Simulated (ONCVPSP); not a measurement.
**Eu: one change to an ONCV potential, before and after**

```
Element                 : Eu
Generator               : ONCVPSP 4.0.1
Type                    : optimised norm-conserving Vanderbilt (ONCV)
Functional              : PBE
Relativity              : scalar-relativistic
Frozen core             : [Kr] 4d10 4f6
Valence charge          : 11
Reference configuration : 5s2 5p6 5d1 6s1.75 6p0.25
Partial waves           : 5s+6s: rc 2.25 bohr, ncon 3, nbas 6, qcut 6.9 1/bohr, 2 projectors; 5p+6p: rc 2.95 bohr, ncon 4, nbas 8, qcut 5.6 1/bohr, 2 projectors; 5d: rc 2.30 bohr, ncon 4, nbas 8, qcut 4.4 1/bohr, 3 projectors, debl 3.5 Ha
Local potential         : polynomial inside 1.65 bohr (lpopt 5, dvloc0 -1 Ha)
Core correction         : Teter function fitted to the true core (icmod 2), fcfact 0.7
```

Change: d: qcut 3.7.

Cutoffs: the cutoffs (Ha) at which the residual kinetic energy of the hardest occupied pseudo-wave falls to 1 and 0.1 mHa per electron; they do not see the model core or the augmentation charge, which bear on the density cutoff. Errors are all-electron minus pseudo energies relative to the spin-unpolarised reference configuration.

Predict the effect on cutoff, ghosts and configuration errors.

The potential gets harder (12 Ha and 15 Ha → 12 Ha and 34 Ha); the errors of the 4 common tests hardly move; neither file shows a bound ghost.

| quantity | base | changed |
| --- | --- | --- |
| cutoff, loose | 12 Ha | 12 Ha |
| cutoff, tight | 15 Ha | 34 Ha |
| loose cutoff by channel | s 12 Ha, p 7.5 Ha, d 7.8 Ha | s 12 Ha, p 7.5 Ha, d 7.7 Ha |
| bound ghosts | none | none |
| GHOST(+) flags under 300 eV | s at 114.2 eV | s at 114.2 eV |
| error for 5s2 5p6 5d1 6s2 6p0, meV [ΔE -0.69 eV] | +0.2 | +0.2 |
| error for 5s2 5p6 5d1 6s1 6p0, meV [ΔE 5.86 eV] | +0.3 | +0.3 |
| error for 5s2 5p6 5d1 6s0 6p0, meV [ΔE 17.80 eV] | +12 | +12 |
| error for 5s2 5p6 5d1 6s1.5 6p0, meV [ΔE 1.95 eV] | -0.3 | -0.3 |
| s: phases at 2.28 bohr within 0.05 rad from the reference energy up to (Ha; the scan ends near 5) | 3.8 | 3.8 |
| p: phases at 3.00 bohr within 0.05 rad from the reference energy up to (Ha; the scan ends near 5) | 2.6 | 2.6 |
| d: phases at 2.34 bohr within 0.05 rad from the reference energy up to (Ha; the scan ends near 5) | to the end of the scan | to the end of the scan |
| rms error of d²Exc/dni dnj with the model core, mHa | 0.55 | 0.56 |
